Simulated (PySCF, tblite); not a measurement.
Compound: C₆H₁₄N₂.
SMILES with atom numbers: `[CH2:1]=[CH:2][N:3]([CH2:4][CH2:5][CH3:6])[NH:7][CH3:8]` (hydrogens: H9, H10 on C1; H11 on C2; H12, H13 on C4; H14, H15 on C5; H16, H17, H18 on C6; H19 on N7; H20, H21, H22 on C8)

Structure used (GFN2-xTB), in Å, numbered top down from 1:
```
atom  x, y, z in Å
C1    -1.4398    2.3287    0.5246
C2    -0.5969    1.3510    0.8509
N3    -0.5556    0.0817    0.3263
C4     0.6586   -0.6944    0.4443
C5     1.7738   -0.2183   -0.4933
C6     3.0185   -1.0851   -0.3662
N7    -1.3074   -0.2346   -0.8213
C8    -2.6300   -0.7353   -0.4837
H9    -2.1911    2.2351   -0.2404
H10   -1.4056    3.2705    1.0386
H11    0.1326    1.5057    1.6342
H12    0.4026   -1.7302    0.2093
H13    0.9970   -0.6471    1.4828
H14    2.0179    0.8203   -0.2569
H15    1.4014   -0.2518   -1.5188
H16    3.8011   -0.7292   -1.0319
H17    3.3980   -1.0626    0.6533
H18    2.7904   -2.1170   -0.6239
H19   -1.3833    0.5846   -1.4245
H20   -2.5079   -1.6463    0.1009
H21   -3.2370   -0.0300    0.0959
H22   -3.1477   -0.9763   -1.4100
```

Level of theory: PBE0/pcSseg-1 in PySCF (dipole) on a GFN2-xTB geometry, gas phase.

Masses are those of the commonest isotopes; rigid-rotor values at the optimised geometry. The values belong to one conformer with, in the numbering `[CH2:1]=[CH:2][N:3]([CH2:4][CH2:5][CH3:6])[NH:7][CH3:8]`, C1–C2–N3–C4 159°, C2–N3–C4–C5 -74°, N3–C4–C5–C6 -178°, C2–N3–N7–C8 -91°.

(1) What are A, B and C (MHz)?

(2) What kind of rotor is it?

(3) What does the inertial defect say?

(4) Give the other two planar moments, Paa and Pbb, and the rms extents of the mass along the axes.

(5) Which types of transition are allowed, and where do some lines up to J = 2 fall?

Answers

(1) Ia = 162.50, Ib = 426.96, Ic = 533.06 u·Å²; 505379 MHz·u·Å²/I gives A = 3110, B = 1184, C = 948.1 MHz.

(2) An asymmetric top. Ray's parameter κ = (2B − A − C)/(A − C) = -0.782; −1 is the prolate and +1 the oblate limit.

(3) Not planar: Δ = Ic − Ia − Ib = -56.40 u·Å². For a rigid frame Δ = −2 Σ m c², so Σ m c² = 28.20 u·Å² lies off the ab plane: 12.26 from hydrogen and 15.94 from heavier atoms. The atom farthest from that plane is 1.57 Å away.

(4) Paa = Σ m a² = (Ib + Ic − Ia)/2 = 398.76 and Pbb = Σ m b² = (Ia + Ic − Ib)/2 = 134.30 u·Å². With the mass M = 114.12 u, the rms extents √(P/M) along a, b and c are 1.87, 1.08, 0.50 Å.

(5) The dipole components are |μa| = 0.43 D, |μb| = 0.32 D, |μc| = 0.04 D. Intensities carry the squares of the components, which stand as 1.00 : 0.55 : 0.01 (a : b : c). Some lines, for components of 0.1 D or more:

```
type  branch         J(Ka,Kc)    MHz  lower level (cm⁻¹)
   a       Q  2(1,1) ← 2(1,2)    707               0.270
   a       R  1(0,1) ← 0(0,0)   2132               0.000
   b       Q  1(1,0) ← 1(0,1)   2162               0.071
   b       R  2(0,2) ← 1(1,1)   2317               0.135
   b       Q  2(1,1) ← 2(0,2)   2418               0.213
   a       R  2(1,2) ← 1(1,1)   4028               0.135
   b       R  1(1,1) ← 0(0,0)   4058               0.000
   a       R  2(0,2) ← 1(0,1)   4243               0.071
   a       R  2(1,1) ← 1(1,0)   4499               0.143
   b       Q  2(2,0) ← 2(1,1)   5799               0.293
   b       R  2(1,2) ← 1(0,1)   5954               0.071
   b       Q  2(2,1) ← 2(1,2)   6486               0.270
   b       R  2(2,1) ← 1(1,0)  10278               0.143
   b       R  2(2,0) ← 1(1,1)  10534               0.135
```

Its GFN2-xTB frequencies are all real (lowest 57 cm⁻¹). No vibrational averaging or centrifugal distortion is included, and the geometry carries the error of its method. A rigid rotor knows nothing of inversion at nitrogen or internal rotation, which can split or shift real lines. Quadrupole hyperfine structure (14N) is left out.
